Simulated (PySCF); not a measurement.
# Radial density of Ru²⁸⁺ (ruthenium, charge +28)

UHF, [Ne] 3s2 3p4, high-spin 3P determinant. Computed with PySCF 2.14 in an uncontracted even-tempered set (18 s from 3.4 bohr⁻², ratio 2.5; 12 p from 4.4 bohr⁻², ratio 2.5; 5 d from 21 bohr⁻², ratio 2.7; 4 f from 32 bohr⁻², ratio 2.7), with the spin-free X2C one-electron Hamiltonian (Gaussian nucleus).

```csv
r (bohr),4πr²ρ (e/bohr),4πr²(ρα − ρβ)
0.0310,52.94,0.7076
0.0522,47.46,1.9781
0.0878,64.84,2.3517
0.148,46.22,-0.0094
0.248,21.11,4.8346
0.418,16.14,5.1871
0.703,0.7499,0.2431
1.18,0.001107,0.0003
```

Densities and radii are taken from the X2C orbitals without a picture-change correction, which distorts them close to the nucleus.

Spin-orbit coupling is strong in this species (close to jj coupling), so the high-spin LS determinant is a model state, not a physical level.

(1) Where is the radial spin density 4πr²(ρα − ρβ) most negative, and why is it negative at all?

Answers

(1) Around r = 0.148 bohr, down to -0.0094 e/bohr: exchange with the open shell polarises the paired shells in an unrestricted calculation.
